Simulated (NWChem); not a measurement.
System meant: NaF; SMILES [Na][F]

The following NWChem deck was run.

```
start job
memory heap 200 mb stack 900 mb global 1100 mb
geometry units angstroms noautosym nocenter noautoz
  Na     0.000000     0.000000    -0.856691
  F      0.000000     0.000000     1.031560
end
basis spherical
  * library def2-svp
end
dft
  xc m06-l
  iterations 150
end
property
  shielding
end
task dft property
```

End of the output:

```
 Vector   13  Occ=0.000000D+00  E= 3.540109D-02
              MO Center=  2.5D-10, -2.7D-09, -1.2D+00, r^2= 6.5D+00
   Bfn.  Coefficient  Atom+Function         Bfn.  Coefficient  Atom+Function
  ----- ------------  ---------------      ----- ------------  ---------------
     8      0.863541  1 Na px                 9      0.452465  1 Na py
    14      0.212113  1 Na d  1               5     -0.113616  1 Na px
    12     -0.111140  1 Na d -1              19      0.090656  2 F  px
    22     -0.067436  2 F  px                 6     -0.059531  1 Na py
    20      0.047500  2 F  py                23     -0.035334  2 F  py

 center of mass
 --------------
 x =   0.00000000 y =   0.00000000 z =  -0.00437303

 moments of inertia (a.u.)
 ------------------
         132.446986505747           0.000000000000           0.000000000000
           0.000000000000         132.446986505747           0.000000000000
           0.000000000000           0.000000000000           0.000000000000

     Multipole analysis of the density
     ---------------------------------

     L   x y z        total         alpha         beta         nuclear
     -   - - -        -----         -----         ----         -------
     0   0 0 0     -0.000000    -10.000000    -10.000000     20.000000

     1   1 0 0      0.000000      0.000000      0.000000      0.000000
     1   0 1 0     -0.000000     -0.000000     -0.000000      0.000000
     1   0 0 1     -2.956154     -1.346211     -1.346211     -0.263732

     2   2 0 0     -7.528724     -3.764362     -3.764362      0.000000
     2   1 1 0     -0.000000     -0.000000     -0.000000      0.000000
     2   1 0 1     -0.000000     -0.000000     -0.000000      0.000000
     2   0 2 0     -7.528724     -3.764362     -3.764362      0.000000
     2   0 1 1      0.000000      0.000000      0.000000      0.000000
     2   0 0 2     -7.181150    -35.105501    -35.105501     63.029851

          -----------------------------------------
          Chemical Shielding Tensors (GIAO, in ppm)
          -----------------------------------------

 ------------------------------------------------------------------------
  xm06: d2 not coded                    0
 ------------------------------------------------------------------------
 ------------------------------------------------------------------------
  current input line :
    17: task dft property
 ------------------------------------------------------------------------
 ------------------------------------------------------------------------
 This error has not yet been assigned to a category
 ------------------------------------------------------------------------
 For more information see the NWChem manual at https://nwchemgit.github.io

0: xm06: d2 not coded:Received an Error in Communication
```

Question: What is wrong, and how is it mended?

Answer: The program stopped with an error. Cause: this functional's second derivatives, which shieldings need, aren't coded here; the fix takes a hybrid GGA instead. This input runs:
```
start job
memory heap 200 mb stack 900 mb global 1100 mb
geometry units angstroms noautosym nocenter noautoz
  Na     0.000000     0.000000    -0.856691
  F      0.000000     0.000000     1.031560
end
basis spherical
  Na library def2-svp
  F library def2-svp
end
dft
  xc pbe0
  iterations 150
end
property
  shielding
end
task dft property
```
It converges to -261.82722 Ha (PBE0/def2-SVP, GIAO).
